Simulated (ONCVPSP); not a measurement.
# Before and after: ONCV potential for I

ONCVPSP 4.0.1 input, shortened (lines: element, Z, core and valence counts, functional; n l f; lmax; l rc ep ncon nbas qcut; lloc lpopt rc5 dvloc0; l nproj debl; icmod fcfact rcfact), LDA (Perdew-Zunger), fully relativistic:

```
  I 53.00    9    2        3      upf
    1    0    2.00
    2    0    2.00
    2    1    6.00
    3    0    2.00
    3    1    6.00
    3    2   10.00
    4    0    2.00
    4    1    6.00
    4    2   10.00
    5    0    1.00
    5    1    6.00
    2
    0    1.45    0.00    5    9    3.70
    1    2.00    0.00    3    7    3.50
    2    2.20    0.27    4    8    5.20
    4    5    1.35    1.00
    0    2    2.90
    1    2    2.40
    2    1    0.40
    1    0.55    0.00
```

Open shells are filled in proportion to 2j + 1.

All-electron outer shells of the reference configuration (LDA (Perdew-Zunger), scalar-relativistic, ld1.x):

```
shell  level (eV)  outermost node (bohr)  outermost maximum (bohr)
   4p     -128.68                   0.37                      0.72
   4d      -51.63                   0.35                      0.78
   5s      -18.38                   0.88                      1.68
   5p       -7.77                   0.96                      2.00
```

Change: p: rc 2.14.

Cutoffs: the cutoffs (Ha) at which the residual kinetic energy of the hardest occupied pseudo-wave falls to 1 and 0.1 mHa per electron; they do not see the model core or the augmentation charge, which bear on the density cutoff. Errors are all-electron minus pseudo energies relative to the spin-unpolarised reference configuration.

**Question.** What does the change do?

**Answer.** The potential gets neither clearly harder nor softer (104 Ha and 116 Ha → 104 Ha and 116 Ha); both files keep a bound ghost (s); of the 4 tests that both files solve, the error grows in 3 and shrinks in 1 by more than 15 % and 0.3 meV (median size 2.1 → 2.2 meV).

```tsv
quantity	base	changed
cutoff, loose	104 Ha	104 Ha
cutoff, tight	116 Ha	116 Ha
loose cutoff by channel	s 104 Ha, p 11 Ha	s 104 Ha, p 6.6 Ha
bound ghosts	s	s
GHOST(+) flags under 300 eV	p3/2 at 98.2 eV	p3/2 at 99.0 eV, p1/2 at 104.4 eV
error for 5s2 5p5, meV [ΔE -10.46 eV]	-3.7	-0.3
error for 5s2 5p4, meV [ΔE 0.87 eV]	+1.0	+2.7
error for 5s2 5p3, meV [ΔE 20.96 eV]	-3.0	-7.5
error for 5s2 5p4.5, meV [ΔE -5.84 eV]	-1.1	+1.8
s: phases at 1.47 bohr within 0.05 rad from the reference energy up to (Ha; the scan ends near 5)	to the end of the scan	to the end of the scan
d5/2: phases at 2.24 bohr within 0.05 rad from the reference energy up to (Ha; the scan ends near 5)	0.8	0.8
d3/2: phases at 2.24 bohr within 0.05 rad from the reference energy up to (Ha; the scan ends near 5)	0.8	0.8
rms error of d²Exc/dni dnj with the model core, mHa	1.97	2.43
```

 A true bound ghost makes a file unfit for plane-wave use even where its test errors are small: the radial tests pick states by their node count and pass the ghost by.
